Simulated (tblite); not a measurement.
Species: C₂F₂O₄Si.
Numbering: `[O:1]=[C:2]1[O:3][Si:4]([F:5])([F:6])[O:7][C:8]1=[O:9]`

Computed geometry: GFN2-xTB, gas phase.

Problem. What internal coordinates does the optimisation give?

Solution. 
```tsv
bond	length (Å)
O1=C2, C8=O9	1.182
C2–O3, O7–C8	1.358
O3–Si4, Si4–O7	1.630
Si4–F5, Si4–F6	1.573
C2–C8	1.549
```

Bonds in one row agree within 0.01 Å and their mean is given. A selection of angles:
```tsv
angle	degrees
O1–C2–O3	124.3
O1–C2–C8	126.7
O3–C2–C8	108.9
C2–O3–Si4	112.8
O3–Si4–F5	112.8
O3–Si4–O7	96.4
F5–Si4–F6	108.9
```

Dihedral angles: O1–C2–O3–Si4 180° (antiperiplanar); C2–O3–Si4–F5 118° (anticlinal); O3–Si4–O7–C8 0° (synperiplanar); Si4–O7–C8–O9 180° (antiperiplanar); O1–C2–C8–O7 180° (antiperiplanar).

Si4 (fluorine-bound silicon) has angles from 96.4° to 112.8°. The 4 C–O bonds span 1.182 Å (O1=C2, drawn double) to 1.358 Å (C2–O3, drawn single), a spread of 0.176 Å. The 5-membered ring C2–O3–Si4–O7–C8 has internal angles of 96.4° to 112.9° (sum 540°, against 540° for a flat polygon); it is planar, 0.00 Å rms from its mean plane, widest ring torsion 0°.

Point group: C2v (every atom within 0.08 Å of its image). Its GFN2-xTB frequencies are all real (lowest 87 cm⁻¹).
